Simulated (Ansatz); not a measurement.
Consider the ligand exchange at the Si–C bond: `C[SiH](Cl)CCl` + H₂S → `C[SiH](S)Cl` + `CCl`.

Isolated molecules relaxed with PBE0-D4/def2-TZVP in Ansatz; ΔE leaves out vibrations. CCSD(T)/CBS adds triple-zeta CCSD(T) − MP2 to the extrapolated MP2 energy (def2 sets, frozen cores). This one scheme is used for every species. Functionals use def2-TZVPP. B3LYP here is the variant with VWN-RPA as its local correlation; programs differ in this. One conformer a species, not always the lowest.

```tsv
level	ΔE (kJ/mol)	difference from CCSD(T)/CBS
PBE-D4	-65.2	-3.0
r2SCAN-D4	-65.7	-3.5
PBE0-D4	-65.8	-3.6
B3LYP-D4	-62.8	-0.6
ωB97X-V	-62.2	0.0
ωB97M-V	-61.2	1.0
B2PLYP	-64.7	-2.5
PBE	-67.1	-4.9
r2SCAN	-66.5	-4.3
PBE0	-67.6	-5.4
B3LYP	-65.6	-3.4
HF/def2-TZVPP	-67.0	-4.8
MP2/def2-TZVPP	-63.5	-1.3
SCS-MP2/def2-TZVPP	-62.5	-0.3
CCSD/def2-TZVPP	-59.8	2.4
CCSD(T)/def2-TZVPP	-59.8	2.4
HF/def2-QZVPP	-67.0	-4.8
MP2/def2-QZVPP	-64.9	-2.7
SCS-MP2/def2-QZVPP	-64.1	-1.9
HF/CBS(def2)	-67.0	-4.8
MP2/CBS(def2)	-65.9	-3.7
CCSD/CBS(def2)	-62.3	-0.1
CCSD(T)/CBS	-62.2	0
```

Largest T1 diagnostic among the species: 0.010.

In def2-TZVPP, CCSD(T) changes the Hartree–Fock value by +7.3 kJ/mol (the triples alone add +0.0 kJ/mol) and MP2 by +3.6 kJ/mol.
